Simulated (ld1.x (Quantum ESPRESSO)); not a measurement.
selenium (Se): TM pseudisation with LDA (PZ), non-relativistic reference atom.

ld1.x (Quantum ESPRESSO) 7.5 was run on this input:

```
&input
   title='Se', zed=34., rel=0, dft='PZ', iswitch=3,
   config='[Ar] 3d10 4s2 4p4',
   nld=3, rlderiv=2.00, eminld=-6.0, emaxld=5.0, deld=0.02
 /
 &inputp
   pseudotype=2, tm=.true., lloc=-2, rcloc=1.30,
   nlcc=.true., rcore=0.70,
   file_pseudopw='Se.UPF', file_wfcaegen='ae.wfc', file_wfcncgen='nc.wfc', file_beta='beta', file_chi='chi'
 /
3
4S  1  0   2.00   0.00  1.15  1.15  0.0
4P  2  1   4.00   0.00  1.85  1.85  0.0
3D  3  2  10.00   0.00  0.80  0.80  0.0
 &test
   configts(1)='3d10 4s2 4p4'
 /
```

Command:

```bash
ld1.x < Se.in > Se.out
```

The program printed (shortened: banner, matrices, multipoles, cross overlaps and the repeated all-electron block are left out):

```
Program LD1 v.7.5
     --------------------------- All-electron run ----------------------------

     Se

     atomic number is 34.00
     dft =PZ   lsd =0 sic =0 latt =0  beta=0.20 tr2=1.0E-14
     Exchange-correlation= PZ
                           (   1   1   0   0   0   0   0)
     mesh =1211 r(mesh) =  99.34906 a.u. xmin = -7.00 dx = 0.01250
     1 Ry =  13.60569312 eV

     n l     nl                  e(Ry)          e(Ha)          e(eV)
     1 0     1S 1( 2.00)      -902.6021      -451.3011    -12280.5272
     2 0     2S 1( 2.00)      -114.6243       -57.3122     -1559.5436
     2 1     2P 1( 6.00)      -103.0294       -51.5147     -1401.7858
     3 0     3S 1( 2.00)       -15.0940        -7.5470      -205.3640
     3 1     3P 1( 6.00)       -11.1066        -5.5533      -151.1134
     3 2     3D 1(10.00)        -4.0224        -2.0112       -54.7269
     4 0     4S 1( 2.00)        -1.2425        -0.6213       -16.9056
     4 1     4P 1( 4.00)        -0.4919        -0.2460        -6.6933

     final scf error:  8.9E-15 reached in  26 iterations

     Etot =   -4796.190883 Ry,   -2398.095441 Ha,  -65255.501307 eV

     Ekin =    4791.882176 Ry,    2395.941088 Ha,   65196.878372 eV
     Encl =  -11477.225048 Ry,   -5738.612524 Ha, -156155.601913 eV
     Eh   =    2056.356460 Ry,    1028.178230 Ha,   27978.154943 eV
     Exc  =    -167.204470 Ry,     -83.602235 Ha,   -2274.932709 eV

     normalization and overlap integrals

     s(1S/1S) =  1.000000  <r> =   0.0450  <r2> =    0.0027  r(max) =   0.0298
     s(2S/2S) =  1.000000  <r> =   0.2003  <r2> =    0.0472  r(max) =   0.1693
     s(2P/2P) =  1.000000  <r> =   0.1729  <r2> =    0.0366  r(max) =   0.1335
     s(3S/3S) =  1.000000  <r> =   0.5863  <r2> =    0.3958  r(max) =   0.5149
     s(3P/3P) =  1.000000  <r> =   0.5951  <r2> =    0.4156  r(max) =   0.5021
     s(3D/3D) =  1.000000  <r> =   0.6284  <r2> =    0.4939  r(max) =   0.4487
     s(4S/4S) =  1.000000  <r> =   1.8215  <r2> =    3.8195  r(max) =   1.5275
     s(4P/4P) =  1.000000  <r> =   2.3025  <r2> =    6.2727  r(max) =   1.7970

     ------------------------ End of All-electron run ------------------------

     --------------------- Generating NC pseudopotential ---------------------

      Generating local potential from pseudized AE potential:
      Matching radius rcloc =   1.3000
      Enforcing V''(0)=0 (lloc=-2)

      Local pseudo, rcloc= 1.315 Estimated cut-off energy=    18.12 Ry

      Computing core charge for nlcc:

       r > 0.70 : true rho core
       r < 0.70 : rho core = a sin(br)/r    a=  25.65  b=   3.58

      Integrated core pseudo-charge :   7.49

      Wfc   4S  rcut= 1.160  Using Troullier-Martins method

      Wfc   4P  rcut= 1.866  Using Troullier-Martins method

      Wfc   3D  rcut= 0.797  Using Troullier-Martins method

     ------------------- End of pseudopotential generation -------------------

     Computing logarithmic derivative in   1.99852
     Computing logarithmic derivative in   1.99852
     Computing the partial wave expansion
     R is outside the sphere for l=    0 j= 0.00
     R is outside the sphere for l=    1 j= 0.00
     R is outside the sphere for l=    2 j= 0.00

     ---------------------- Testing the pseudopotential ----------------------

     Se

     atomic number is 34.00   valence charge is 16.00
     dft =PZ   lsd =0 sic =0 latt =0  beta=0.20 tr2=1.0E-14
     mesh =1211 r(mesh) =  99.34906 xmin = -7.00 dx = 0.01250

     n l     nl             e AE (Ry)        e PS (Ry)    De AE-PS (Ry)
     3 2     3D   1(10.00)       -4.02235       -4.02235       -0.00000
     1 0     4S   1( 2.00)       -1.24254       -1.24254       -0.00000
     2 1     4P   1( 4.00)       -0.49195       -0.49195        0.00000

     eps = 2.8E-15  iter =  8

     Etot =   -4796.190883 Ry,   -2398.095441 Ha,  -65255.501307 eV
     Etotps =  -280.509394 Ry,    -140.254697 Ha,   -3816.524727 eV

     Ekin =     344.221345 Ry,     172.110672 Ha,    4683.369983 eV
     Encl =    -515.195756 Ry,    -257.597878 Ha,   -7009.595356 eV
     Ehrt =     224.896108 Ry,     112.448054 Ha,    3059.867430 eV
     Ecxc =     -53.363711 Ry,     -26.681856 Ha,    -726.050281 eV
     (Ecc =     -16.201367 Ry,      -8.100683 Ha,    -220.430825 eV)
     Epseu=    -281.067379 Ry,    -140.533689 Ha,   -3824.116504 eV

     ---------------------- End of pseudopotential test ----------------------
```

Generation and configuration tests took about 2.9 s on one core of a shared server CPU.

Transferability test of the new file with ld1.x, input:

```
&input
   title='Se', zed=34., rel=0, dft='PZ', iswitch=2,
   config='[Ar] 3d10 4s2 4p4'
 /
 &test
   file_pseudo='Se.UPF', nconf=10,
   configts(1)='3d10 4s2 4p4',
   configts(2)='3d10 4s2 4p3',
   configts(3)='3d10 4s2 4p2',
   configts(4)='3d10 4s2 4p1',
   configts(5)='3d9 4s2 4p5',
   configts(6)='3d10 4s2 4p3.5',
   configts(7)='3d9 4s2 4p4',
   configts(8)='3d10 4s2 4p4.3',
   configts(9)='3d10 4s2 4p4', lsdts(9)=1,
   configts(10)='3d10 4s2 4p3', lsdts(10)=1
 /
```

```bash
ld1.x < Se.test.in > Se.test.out
```

Pseudopotential blocks of its output, shortened (energy terms left out; the distinct warnings before each block abridged to one line each):

```
     BEWARE! Errors in PS-KS equations
     ---------------------- Testing the pseudopotential ----------------------

     n l     nl             e AE (Ry)        e PS (Ry)    De AE-PS (Ry)
     3 2     3D   1(10.00)       -4.02235       -4.02235       -0.00000
     1 0     4S   1( 2.00)       -1.24254       -1.24254       -0.00000
     2 1     4P   1( 4.00)       -0.49195       -0.49195        0.00000

     eps = 1.0E-15  iter =  8

     Etot =   -4796.190883 Ry,   -2398.095441 Ha,  -65255.501307 eV
     Etotps =  -280.509392 Ry,    -140.254696 Ha,   -3816.524709 eV

     ---------------------- End of pseudopotential test ----------------------

          BEWARE! Errors in PS-KS equations
     ---------------------- Testing the pseudopotential ----------------------

     n l     nl             e AE (Ry)        e PS (Ry)    De AE-PS (Ry)
     3 2     3D   1(10.00)       -4.79217       -4.78149       -0.01067  !
     1 0     4S   1( 2.00)       -1.94331       -1.94221       -0.00110
     2 1     4P   1( 3.00)       -1.14659       -1.14601       -0.00058

     eps = 7.2E-15  iter = 11

     Etot =   -4795.379907 Ry,   -2397.689954 Ha,  -65244.467429 eV
     Etotps =  -279.698656 Ry,    -139.849328 Ha,   -3805.494085 eV
     dEtot_ae =       0.810975 Ry
     dEtot_ps =       0.810736 Ry,   Delta E=       0.000239 Ry

     ---------------------- End of pseudopotential test ----------------------

          Warning: n=3, l=2 expected 0 nodes, found 1
     ---------------------- Testing the pseudopotential ----------------------

     n l     nl             e AE (Ry)        e PS (Ry)    De AE-PS (Ry)
     3 2     3D   1(10.00)       -5.68777       -5.66004       -0.02773  !
     1 0     4S   1( 2.00)       -2.73290       -2.73006       -0.00284
     2 1     4P   1( 2.00)       -1.88763       -1.88599       -0.00164

     eps = 7.1E-15  iter = 14

     Etot =   -4793.869079 Ry,   -2396.934540 Ha,  -65223.911562 eV
     Etotps =  -278.188914 Ry,    -139.094457 Ha,   -3784.952991 eV
     dEtot_ae =       2.321803 Ry
     dEtot_ps =       2.320478 Ry,   Delta E=       0.001325 Ry

     ---------------------- End of pseudopotential test ----------------------

          ---------------------- Testing the pseudopotential ----------------------

     n l     nl             e AE (Ry)        e PS (Ry)    De AE-PS (Ry)
     3 2     3D   1(10.00)       -6.68764       -6.63660       -0.05104  !
     1 0     4S   1( 2.00)       -3.59070       -3.58588       -0.00482
     2 1     4P   1( 1.00)       -2.69597       -2.69306       -0.00292

     eps = 7.8E-18  iter = 11

     Etot =   -4791.582261 Ry,   -2395.791131 Ha,  -65192.797823 eV
     Etotps =  -275.904374 Ry,    -137.952187 Ha,   -3753.870250 eV
     dEtot_ae =       4.608621 Ry
     dEtot_ps =       4.605018 Ry,   Delta E=       0.003603 Ry

     ---------------------- End of pseudopotential test ----------------------

          ---------------------- Testing the pseudopotential ----------------------

     n l     nl             e AE (Ry)        e PS (Ry)    De AE-PS (Ry)
     3 2     3D   1( 9.00)       -4.88278       -4.94879        0.06602  !
     1 0     4S   1( 2.00)       -1.39987       -1.40878        0.00891  !
     2 1     4P   1( 5.00)       -0.58546       -0.57511       -0.01035  !

     eps = 9.8E-15  iter = 21

     Etot =   -4792.280278 Ry,   -2396.140139 Ha,  -65202.294819 eV
     Etotps =  -276.556387 Ry,    -138.278193 Ha,   -3762.741327 eV
     dEtot_ae =       3.910605 Ry
     dEtot_ps =       3.953006 Ry,   Delta E=      -0.042401 Ry

     ---------------------- End of pseudopotential test ----------------------

          BEWARE! Errors in PS-KS equations
     ---------------------- Testing the pseudopotential ----------------------

     n l     nl             e AE (Ry)        e PS (Ry)    De AE-PS (Ry)
     3 2     3D   1(10.00)       -4.38962       -4.38508       -0.00454
     1 0     4S   1( 2.00)       -1.58002       -1.57956       -0.00046
     2 1     4P   1( 3.50)       -0.80685       -0.80663       -0.00022

     eps = 9.2E-15  iter =  9

     Etot =   -4795.867311 Ry,   -2397.933655 Ha,  -65251.098885 eV
     Etotps =  -280.185870 Ry,    -140.092935 Ha,   -3812.122962 eV
     dEtot_ae =       0.323572 Ry
     dEtot_ps =       0.323522 Ry,   Delta E=       0.000050 Ry

     ---------------------- End of pseudopotential test ----------------------

          ---------------------- Testing the pseudopotential ----------------------

     n l     nl             e AE (Ry)        e PS (Ry)    De AE-PS (Ry)
     3 2     3D   1( 9.00)       -5.69099       -5.73134        0.04035  !
     1 0     4S   1( 2.00)       -2.13724       -2.14038        0.00314
     2 1     4P   1( 4.00)       -1.28038       -1.26260       -0.01777  !

     eps = 5.9E-15  iter = 13

     Etot =   -4791.355156 Ry,   -2395.677578 Ha,  -65189.707894 eV
     Etotps =  -275.645286 Ry,    -137.822643 Ha,   -3750.345177 eV
     dEtot_ae =       4.835727 Ry
     dEtot_ps =       4.864106 Ry,   Delta E=      -0.028379 Ry

     ---------------------- End of pseudopotential test ----------------------

          ---------------------- Testing the pseudopotential ----------------------

     n l     nl             e AE (Ry)        e PS (Ry)    De AE-PS (Ry)
     3 2     3D   1(10.00)       -3.82148       -3.82345        0.00197
     1 0     4S   1( 2.00)       -1.05485       -1.05504        0.00018
     2 1     4P   1( 4.30)       -0.31705       -0.31712        0.00007

     eps = 1.1E-15  iter =  9

     Etot =   -4796.311944 Ry,   -2398.155972 Ha,  -65257.148428 eV
     Etotps =  -280.630465 Ry,    -140.315232 Ha,   -3818.171981 eV
     dEtot_ae =      -0.121061 Ry
     dEtot_ps =      -0.121072 Ry,   Delta E=       0.000011 Ry

     ---------------------- End of pseudopotential test ----------------------

          BEWARE! Errors in PS-KS equations
     ---------------------- Testing the pseudopotential ----------------------

     n l     nl             e AE (Ry)        e PS (Ry)    De AE-PS (Ry)
     3 2     3D   1( 5.00)       -4.02184       -4.02028       -0.00156
     1 0     4S   1( 1.00)       -1.28074       -1.28106        0.00033
     2 1     4P   1( 3.00)       -0.52766       -0.52802        0.00036
     3 2     3D   2( 5.00)       -4.00601       -4.00802        0.00201
     1 0     4S   2( 1.00)       -1.18589       -1.18537       -0.00052
     2 1     4P   2( 1.00)       -0.43999       -0.43946       -0.00053

     eps = 8.4E-15  iter = 12

     Etot =   -4796.234379 Ry,   -2398.117190 Ha,  -65256.093113 eV
     Etotps =  -280.553333 Ry,    -140.276666 Ha,   -3817.122547 eV
     dEtot_ae =      -0.043497 Ry
     dEtot_ps =      -0.043940 Ry,   Delta E=       0.000443 Ry

     ---------------------- End of pseudopotential test ----------------------

          ---------------------- Testing the pseudopotential ----------------------

     n l     nl             e AE (Ry)        e PS (Ry)    De AE-PS (Ry)
     3 2     3D   1( 5.00)       -4.78736       -4.77419       -0.01316  !
     1 0     4S   1( 1.00)       -2.00467       -2.00401       -0.00066
     2 1     4P   1( 3.00)       -1.20606       -1.20610        0.00004
     3 2     3D   2( 5.00)       -4.75982       -4.75265       -0.00717  !
     1 0     4S   2( 1.00)       -1.83345       -1.83160       -0.00185
     2 1     4P   2( 0.00)       -1.04020       -1.03865       -0.00155

     eps = 5.4E-15  iter = 16

     Etot =   -4795.499806 Ry,   -2397.749903 Ha,  -65246.098738 eV
     Etotps =  -279.819746 Ry,    -139.909873 Ha,   -3807.141596 eV
     dEtot_ae =       0.691076 Ry
     dEtot_ps =       0.689646 Ry,   Delta E=       0.001430 Ry

     ---------------------- End of pseudopotential test ----------------------
```
